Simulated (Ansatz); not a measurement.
BrFHSn (`[F][SnH][Br]`) radical. Total charge 0; spin multiplicity 2. Sn: def2 effective core potential.

Z-matrix (Å, degrees):
```
Sn
F 1 1.924
Br 1 2.483 2 104.4
H 1 1.741 2 103.8 3 -114.2
```

(1) What are the harmonic wavenumbers in cm⁻¹ at PBE0-D4/def2-TZVP (Ansatz, finite differences of forces, unscaled)? (Best estimate.)

(2) Is this a minimum?

(3) Give the ideal-gas thermochemistry at 298.15 K and 1 bar (rigid rotor, harmonic oscillator; point group C1, symmetry number 1).

Results:

(1) The calculation gave: 123, 254, 465, 501, 607, 1745.

(2) Yes, all 6 modes are real.

(3) Zero-point energy 22.1 kJ/mol; H(298) − E = 36.8 kJ/mol; entropy 323.8 J/(mol·K), of which translation 176.0, rotation 114.4, vibration 27.6, electronic 5.8; G(298) − E = -59.8 kJ/mol.
